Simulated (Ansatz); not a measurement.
C2H2GeN2⁺, that is Ge(CN)2H2 with one electron fewer. Total charge 1; doublet. Geometry r2SCAN-D4/def2-SVP; atoms count from 1.

```tsv
atom	x (Å)	y (Å)	z (Å)
Ge1	-0.5505	-0.1929	-0.1677
C2	0.4478	1.2164	-0.9887
N3	1.1033	2.0025	-1.5743
C4	0.5261	-0.9349	1.2273
N5	1.2291	-1.4680	2.0102
H6	-1.1058	-1.2182	-1.1443
H7	-1.6499	0.5951	0.6374
```

(1) Estimate the Mulliken populations from the PBE0/def2-TZVP orbitals of Ansatz.

(2) Where does the spin sit?

(3) And the Mayer bond orders between heavy atoms (over 0.3)?

## Answers

(1) 
```tsv
atom	charge (e)	spin (α − β)
Ge1	0.24	0.01
C2	0.04	0.08
N3	0.12	0.29
C4	0.04	0.08
N5	0.12	0.29
H6	0.21	0.05
H7	0.25	0.21
```
Mulliken values depend strongly on the basis.

(2) Summed by element: Ge 0.01, C 0.16, N 0.57, H 0.26, of 1 unpaired in all. Largest on single atoms: N5 0.29, N3 0.29, H7 0.21.

(3) Ge1–C2 0.86 (1.91 Å); Ge1–C4 0.86 (1.91 Å); C2–N3 2.64 (1.18 Å); C4–N5 2.64 (1.18 Å).
